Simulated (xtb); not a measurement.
VOF2, SMILES [O]=[V+]([F])[F], charge +1, multiplicity 1. All values are semi-empirical tight-binding results from xtb (GFN2-xTB unless named), good for trends rather than for accurate numbers. Geometry: GFN2-xTB. The multiplicity is an assumed one; other spin states were not compared. The isomer is the one that the SMILES or the coordinates give; other isomers of the formula were not compared.

Optimised geometry:

```xyz
4

V     -0.3199     0.0515     0.0000
O      0.3250     1.4247     0.0000
F      0.2643    -0.6990     1.2901
F      0.2643    -0.6990    -1.2901
```
Charge +1, spin multiplicity 1.

For metal compounds this method's bond lengths and energies can be far off.

```json
{
  "point_group_as_xtb_finds_it": "Cs",
  "orbital_gap": "2.21 eV",
  "zero_point_energy": "4.6 kcal/mol",
  "G − E(el) at 298.15 K (modified RRHO)": "-12.9 kcal/mol"
}
```

Computed atomic charges and the Wiberg bond orders between heavy atoms:
charges (e) V1 0.79, O2 0.07, F3 0.07, F4 0.07. Bond orders V1–O2 2.66, V1–F3 1.61, V1–F4 1.61.
